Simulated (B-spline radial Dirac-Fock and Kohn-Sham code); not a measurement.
# Two-hole binding energies of Pt²⁶⁺

System: the Pt²⁶⁺ ion, configuration [Kr] 4d10 4f6.

The computed values come from a radial finite-basis atomic code: ΔSCF Dirac-Fock with Breit, self-energy and vacuum polarisation, finite nucleus, configuration average. U is the two-hole binding energy less the two single-hole energies, the effective repulsion of the holes after relaxation. Each two-hole energy is an average over J within one jj subconfiguration.

| holes | E(a) (eV) | E(b) (eV) | E(ab) (eV) | U (eV) |
| --- | --- | --- | --- | --- |
| 1s⁻¹ 2p1/2⁻¹ | 79249.8 | 14132.5 | 93867.0 | 484.7 |
| 1s⁻¹ 3p1/2⁻¹ | 79249.8 | 3886.7 | 83303.7 | 167.2 |
| 1s⁻¹ 3d3/2⁻¹ | 79249.8 | 3058.2 | 82450.0 | 142.0 |
| 1s⁻¹ 3d5/2⁻¹ | 79249.8 | 2977.5 | 82364.0 | 136.7 |
| 2s⁻² | 14747.1 | 14747.1 | 29767.8 | 273.7 |
| 2s⁻¹ 2p3/2⁻¹ | 14747.1 | 12423.6 | ? | ? |
| 2p3/2⁻² | 12423.6 | 12423.6 | 25130.4 | 283.2 |
| 2s⁻¹ 3p1/2⁻¹ | 14747.1 | 3886.7 | 18767.9 | 134.2 |
| 2s⁻¹ 3p3/2⁻¹ | 14747.1 | 3504.6 | 18376.5 | 124.7 |
| 2p1/2⁻¹ 3d3/2⁻¹ | 14132.5 | 3058.2 | 17327.5 | 136.7 |
| 3p1/2⁻² | 3886.7 | 3886.7 | 7881.9 | 108.5 |
| 3d3/2⁻² | 3058.2 | 3058.2 | 6226.5 | 110.1 |
| 3d5/2⁻² | 2977.5 | 2977.5 | 6063.1 | 108.0 |
| 4d5/2⁻² | 1089.6 | 1089.6 | 2228.9 | 49.7 |

Q: Give the missing two-hole energy and U.

A: E(ab) = 27415.9 eV and U = 245.2 eV.
